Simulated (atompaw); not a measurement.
**Zr: one change to a PAW (atompaw) potential, before and after**

atompaw 4.2.0.5 input, output lines left out:

```
Zr 40
GGA-PBE scalarrelativistic loggrid 1500 logderivrange -6 5 276
5 5 4 0 0 0
5 1 0
4 2 2
0 0 0
c
c
c
v
v
c
c
v
v
c
v
3
2.40 1.85 2.35 1.70
n
n
y
0.05
n
y
0.4
n
bloechl sinc
bessel
```

All-electron outer shells of the reference configuration (PBE, scalar-relativistic, ld1.x):

```csv
shell,level (eV),outermost node (bohr),outermost maximum (bohr)
3p,-317.66,0.18,0.40
3d,-174.71,–,0.35
4s,-54.50,0.55,1.08
4p,-32.46,0.56,1.17
5s,-4.44,1.47,3.15
4d,-3.60,0.58,1.59
5p,-1.47,1.70,4.15
```

Change: all radii scaled by about 1.16 (s 1.80, p 2.26, d 0.70, f 2.72 bohr); local potential bessel scheme, radius 2.72 bohr; augmentation sinc compensation charge, radius 2.14 bohr; PAW radius 2.78 bohr; waves and projectors: bloechl; core correction smooth core density matched at 1.98 bohr.

Cutoffs: the cutoffs (Ry, on a coarse ladder) from which the occupation-weighted sum of valence levels, in a spherical-Bessel basis at the reference potential, stays within 10 and 1 mRy of its value at 400 Ry; they do not see the model core or the augmentation charge, which bear on the density cutoff.

Problem. What does the change do?

Solution. The potential gets softer (30 Ry and 35 Ry → 25 Ry and 30 Ry); neither file shows a bound ghost. A larger radius leaves more room for a smooth pseudo-wave, so fewer plane waves are needed.

| quantity | base | changed |
| --- | --- | --- |
| cutoff, loose | 30 Ry | 25 Ry |
| cutoff, tight | 35 Ry | 30 Ry |
| loose cutoff by channel (10 mRy a level) | s 18 Ry, p 21 Ry, d 15 Ry | s 15 Ry, p 18 Ry, d 12 Ry |
| bound ghosts | none | none |
| lowest overlap eigenvalue by channel | s 0.45, p 0.68, d 0.00, f 1.00 | s 0.53, p 0.71, d 0.01, f 1.00 |

 The cutoffs see the waves, projectors and local potential, not the compensation charge or the core.
